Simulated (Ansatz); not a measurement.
Relaxation of Ge$_{2}$H$_{8}$O$_{3}$S (14 atoms, charge 0, multiplicity 1), to a largest force component of 0.03 eV/Å in at most 50 steps.

These are results of RKS PBE/def2-SVP in Ansatz, not measurements.

```xyz
14
Properties=species:S:1:pos:R:3
Ge -0.144 -0.045 0.314
Ge -0.236 0.012 2.720
H -1.253 -1.073 3.188
H 1.152 -0.399 3.280
H -0.674 1.379 3.289
O 1.513 -0.031 -0.441
H 1.669 -0.898 -0.866
O -1.172 1.235 -0.404
H -1.307 1.018 -1.350
O -0.673 -1.642 -0.355
H -1.513 -1.938 0.048
S 1.937 2.488 1.402
H 2.264 1.440 0.576
H 1.948 1.685 2.529
```

Task: Where does it end, and by what steps?

Result: The run converged. The force dipped under the threshold on the way, but the program's further checks kept it going. After 22 steps the energy has fallen by 0.188 eV; H14 moved furthest, 1.59 Å.

```json
{"step": "0", "energy less start (eV)": "0.0000", "largest force component (eV/Å)": "0.450", "accepted": "yes"}
{"step": "1", "energy less start (eV)": "-0.0685", "largest force component (eV/Å)": "0.217", "accepted": "yes"}
{"step": "2", "energy less start (eV)": "-0.1049", "largest force component (eV/Å)": "0.377", "accepted": "yes"}
{"step": "3", "energy less start (eV)": "-0.1265", "largest force component (eV/Å)": "0.591", "accepted": "yes"}
{"step": "4", "energy less start (eV)": "-0.1408", "largest force component (eV/Å)": "0.561", "accepted": "yes"}
{"step": "5", "energy less start (eV)": "-0.1534", "largest force component (eV/Å)": "0.240", "accepted": "yes"}
{"step": "6", "energy less start (eV)": "-0.1669", "largest force component (eV/Å)": "0.063", "accepted": "yes"}
{"step": "7", "energy less start (eV)": "-0.1669", "largest force component (eV/Å)": "0.364", "accepted": "no"}
{"step": "8", "energy less start (eV)": "-0.1622", "largest force component (eV/Å)": "0.151", "accepted": "no"}
{"step": "9", "energy less start (eV)": "-0.1703", "largest force component (eV/Å)": "0.024", "accepted": "yes"}
{"step": "10", "energy less start (eV)": "-0.1733", "largest force component (eV/Å)": "0.147", "accepted": "yes"}
{"step": "11", "energy less start (eV)": "-0.1753", "largest force component (eV/Å)": "0.247", "accepted": "yes"}
{"step": "12", "energy less start (eV)": "-0.1775", "largest force component (eV/Å)": "0.244", "accepted": "yes"}
{"step": "13", "energy less start (eV)": "-0.1808", "largest force component (eV/Å)": "0.156", "accepted": "yes"}
{"step": "14", "energy less start (eV)": "-0.1830", "largest force component (eV/Å)": "0.132", "accepted": "yes"}
{"step": "15", "energy less start (eV)": "-0.1847", "largest force component (eV/Å)": "0.127", "accepted": "yes"}
{"step": "16", "energy less start (eV)": "-0.1856", "largest force component (eV/Å)": "0.102", "accepted": "yes"}
{"step": "17", "energy less start (eV)": "-0.1864", "largest force component (eV/Å)": "0.073", "accepted": "yes"}
{"step": "18", "energy less start (eV)": "-0.1871", "largest force component (eV/Å)": "0.032", "accepted": "yes"}
{"step": "19", "energy less start (eV)": "-0.1874", "largest force component (eV/Å)": "0.028", "accepted": "yes"}
{"step": "20", "energy less start (eV)": "-0.1877", "largest force component (eV/Å)": "0.048", "accepted": "yes"}
{"step": "21", "energy less start (eV)": "-0.1878", "largest force component (eV/Å)": "0.036", "accepted": "yes"}
{"step": "22", "energy less start (eV)": "-0.1879", "largest force component (eV/Å)": "0.022", "accepted": "yes"}
```

```xyz
14
Properties=species:S:1:pos:R:3
Ge -0.370 -0.131 0.294
Ge -0.558 0.205 2.702
H -1.829 -0.573 3.143
H 0.675 -0.408 3.400
H -0.719 1.703 3.032
O 1.051 0.664 -0.505
H 1.538 -0.023 -1.005
O -1.871 0.521 -0.445
H -1.741 0.654 -1.404
O -0.068 -1.828 -0.246
H -0.832 -2.405 -0.059
S 2.706 2.184 1.956
H 2.155 1.632 0.821
H 3.374 1.034 2.245
```

Whether the end is a true minimum wasn't checked by a vibrational analysis.

Run time: 36 s on 4 threads of Intel(R) Xeon(R) Platinum 8488C (Sapphire Rapids) (shared host), peak memory 0.29 GiB.
